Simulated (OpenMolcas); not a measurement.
## Cu2+: moving the ligands

Cu2+ with its 6 nearest bromide ions at 2.712 Å, on the Ca site of CsCaBr3 (a = 5.69 Å, distance in the model lattice 2.845 Å). The rest of the host is ab initio model potentials to 7.6 Å, with orthogonalisation functions on the cations behind the ligands, and point charges beyond; the distance is set by hand and nothing relaxes. Ligand basis ANO-RCC-VDZP.
```
Cu    0.0000    0.0000    0.0000
Br    2.7120    0.0000    0.0000
Br    0.0000    2.7120    0.0000
Br   -2.7120    0.0000    0.0000
Br    0.0000   -2.7120    0.0000
Br    0.0000    0.0000    2.7120
Br    0.0000    0.0000   -2.7120
```

```
Program             : OpenMolcas
Method              : CASSCF
Basis               : ANO-RCC-VTZP [6s5p3d2f1g]
Scalar Hamiltonian  : DKH2, point nucleus
Active space        : 9 electrons in 5 orbitals (3d)
State averaging     : 2S+1 = 2 even, 5 roots
Spin-orbit coupling : state interaction with AMFI integrals over the reference wave functions
```

Runs around this geometry, states (labels of O, the rotations of Oh). Energies in cm-1 above the lowest state or level, χT in cm3 K/mol; 10Dq is the gap between the two states.

```
R (Å)  Ground state  First state of that spin  10Dq  First gap with spin-orbit (degeneracies)  χT at 300 K
 2.64            2E                  2T2 2874  2874                               2320 (4, 2)        0.820
2.712            2E                  2T2 2394  2394                               1881 (4, 2)        0.890
2.845            2E                  2T2 1741  1741                               1303 (4, 2)        1.019
```

Taking |10Dq| as R^-n, n = -ln(1741 / 2874) / ln(2.845 / 2.64) = 6.7 between the shortest and longest distance. The point-charge formula for a cubic d site gives n = 5.

An orbital doublet at a regular site is open to a Jahn-Teller distortion, which this geometry leaves out. Ligand-to-metal charge-transfer states are missing. With metal d orbitals alone and no dynamic correlation the field as a rule comes out too small, by tens of per cent, by up to half for chloride and softer ligands, and the orbital part of g and χT, which goes as 1/10Dq, too large. No measured value stands beside these numbers; the geometry was set by hand and not optimised.
